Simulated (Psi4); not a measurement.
C$_{2}$H$_{9}$AlN, charge +1, singlet, geometry from GFN2-xTB (such geometries of metal compounds can be far from the true shape), with bond 7-6 at 1.3 times its length. Base run: Psi4 with R2SCAN/3-21G.

Here is a job for Psi4.
```
memory 2 GB

molecule {
1 1
Al    0.01199329    0.34667919    0.08755376
C     1.48758980    0.97761759   -1.04554454
H     2.45137424    0.54729738   -0.74320267
H     1.60350287    2.06685546   -1.00634165
H     1.33428592    0.71009673   -2.09994981
C    -1.44310664    0.44948260    1.40355889
H    -2.65821891   -0.10075268    0.89322390
H    -1.66067687    1.48159817    1.70148486
H    -1.20536768   -0.09981917    2.32396150
N    -0.05153868   -1.66689595   -0.41781603
H    -0.72496371   -1.85202661   -1.16430651
H    -0.33018681   -2.25999863    0.36733153
H     0.84779964   -2.02138680   -0.75154347
}

set {
  basis 3-21g
}

energy('r2scan')
print_variables()
```

Each row names what was changed in the base input (with any setting that the change needs).

```
change                         ΔE vs base (µEh)  SCF cycles  grid points  basis functions
-----------------------------  ----------------  ----------  -----------  ---------------
base                                        0.0           9       280253               58
guess = huckel                              0.0          10       280253               58
d_convergence = 1e-8                        0.0          11       280253               58
e_convergence = 1e-4                        0.0           9       280253               58
scf_type = direct                           211          11       280253               58
level_shift = 0.3                           0.0           9       280253               58
dft_radial_points = 99                     20.9           9       367610               58
dft_radial_scheme = becke                  21.2           9       250414               58
dft_radial_points = 50                     -693           9       189386               58
dft_pruning_scheme = treutler             -27.8           9       154661               58
diis_max_vecs = 15                          0.0           9       280253               58
dft_radial_scheme = multiexp               31.1           9       292231               58
puream = false                              0.0           9       280253               58
```
